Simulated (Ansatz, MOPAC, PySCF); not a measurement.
Series Al-XY, Y = methyl, computed as singlets and as triplets. All species are isolated molecules in the gas phase. One relaxed conformer stands for each flexible species; it need not be the lowest. Strings in code marks are SMILES.

Quantity: adiabatic spin-state energy, in kcal/mol. Semi-empirical values (MOPAC) are differences of heats of formation. Levels without diffuse functions put anions too high.

Level 1: HSE06/aug-cc-pVTZ // PBE0-D3(BJ)/def2-TZVPD (Ansatz, a quantum-chemistry and plane-wave program)
Level 2: r2SCAN/aug-cc-pVTZ // PBE0-D3(BJ)/def2-TZVPD (Ansatz)
Level 3: B3LYP/3-21G // PBE0-D3(BJ)/def2-TZVPD (PySCF)
Level 4: PM3 // PBE0-D3(BJ)/def2-TZVPD (MOPAC)

```tsv
species	level 1	level 2	level 3	level 4
`[CH3][Al-][Cl]`: multiplicity 3 minus multiplicity 1	25.9	22.7	34.4	-15.1
`[CH3][Al-][CH3]`: multiplicity 3 minus multiplicity 1	15.6	13.2	21.5	-13.3
`[CH3][Al-][F]`: multiplicity 3 minus multiplicity 1	24.5	21.8	35.9	-18.0
`[CH3][Al-][CH]=O`: multiplicity 3 minus multiplicity 1	9.03	5.41	12.0	-12.6
`[CH3][Al-][NH2]`: multiplicity 3 minus multiplicity 1	24.0	21.7	33.4	-41.9
```
